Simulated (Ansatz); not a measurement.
Ansatz (a program for electronic structure) input:

Ansatz 0.2 input:
```yaml
crystal:
  periodic: [false, false, false]
  atoms:
    - {symbol: Si, position_ang: [0.05730126, -0.03722194, 0.00723684]}
    - {symbol: O, position_ang: [1.48430104, -0.48429826, -0.33031652]}
    - {symbol: F, position_ang: [-0.71494085, -0.31398240, 1.32515694]}
    - {symbol: F, position_ang: [-0.84486910, 0.78612822, -0.95692680]}
basis:
  gaussian:
    orbitals: def2-TZVP
hamiltonian:
  xc: b3lyp
  dispersion: d3bj
total_charge: 1
magnetization: {spin_polarized: true, initial_magnetization: 1}
relax: {f_tol: 0.002, max_steps: 150}
```

Question: Predict the final energy.

Answer: -564.26283 Eh (B3LYP-D3(BJ)/def2-TZVP). The basis has 130 functions.
